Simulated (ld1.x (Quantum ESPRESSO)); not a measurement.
# Transferability test, TM potential for strontium

strontium, norm-conserving Troullier–Martins (Kleinman–Bylander form), made with ld1.x (Quantum ESPRESSO) 7.5 (PBE, scalar-relativistic). Core [Ar] 3d10, reference 4s2 4p6 4d0 5s0 5p0 (charge +2). Waves: 4s (bound): rc 2.05 bohr; 4p (bound): rc 2.45 bohr; 4d (bound, empty): rc 2.60 bohr. Local part: the d channel. Core correction: Bessel-smoothed model core, default radius (core density twice the valence density).

Energies are relative to the spin-unpolarised reference configuration 4s2 4p6 4d0 5s0 5p0; without spin polarisation the order of configurations can differ from experiment.

```json
{"valence configuration": "4s2 4p6 4d0 5s2 5p0", "charge": "0", "ΔE all-electron (eV)": "-16.892", "error AE − PS (meV)": "+142"}
{"valence configuration": "4s2 4p6 4d0 5s1 5p0", "charge": "+1", "ΔE all-electron (eV)": "-11.007", "error AE − PS (meV)": "+113"}
{"valence configuration": "4s2 4p6 4d0 5s1.5 5p0", "charge": "+0.5", "ΔE all-electron (eV)": "-14.553", "error AE − PS (meV)": "+134"}
{"valence configuration": "4s2 4p6 4d0 5s1 5p1", "charge": "0", "ΔE all-electron (eV)": "-14.593", "error AE − PS (meV)": "+83"}
{"valence configuration": "4s2 4p6 4d1 5s0 5p0", "charge": "+1", "ΔE all-electron (eV)": "-9.243", "error AE − PS (meV)": "-2.0"}
```

(1) What are ΔE and the potential's error for 4s2 4p6 4d1 5s1 5p0?

(2) What are ΔE and the potential's error for 4s2 4p6 4d0 5s0 5p1?

Levels in the configuration 4s2 4p6 4d0 5s2 5p0:

```tsv
level	all-electron (eV)	pseudo (eV)
4s	-40.900	-40.674
4p	-22.822	-22.644
5s	-3.526	-3.534
```

Results:

(1) ΔE = -14.567 eV all-electron; the error (AE − PS) is +64 meV.

(2) ΔE = -8.070 eV all-electron; the error (AE − PS) is +3.3 meV.
